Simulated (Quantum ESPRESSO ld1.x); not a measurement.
Values are calculated unless marked as measured or tabulated.
Ar9+, 9 electrons, occupied as [He] 2s2 2p5 (the NIST ground configuration). Level of theory: scalar-relativistic Kohn-Sham, BLYP, spin-unpolarised, spherical densities, point nucleus (ld1.x of Quantum ESPRESSO 7.5). Some entries of the table are withheld. Estimate them.

| orbital | occ. | eigenvalue (hartree) | <1/r> (bohr^-1) |
|---|---|---|---|
| 1s | 2 | -124.0275 | 17.71 |
| 2s | 2 | (1) | 3.680 |
| 2p | 5 | (2) | 3.594 |
| 3s | 0 | (3) | 1.340 |
| 3p | 0 | -6.1029 | 1.284 |
| 3d | 0 | -5.2271 | (4) |

Answer. 
(1) 2s eigenvalue (hartree): -19.0029
(2) 2p eigenvalue (hartree): -16.7055
(3) 3s eigenvalue (hartree): -6.7454
(4) 3d <1/r> (bohr^-1): 1.158
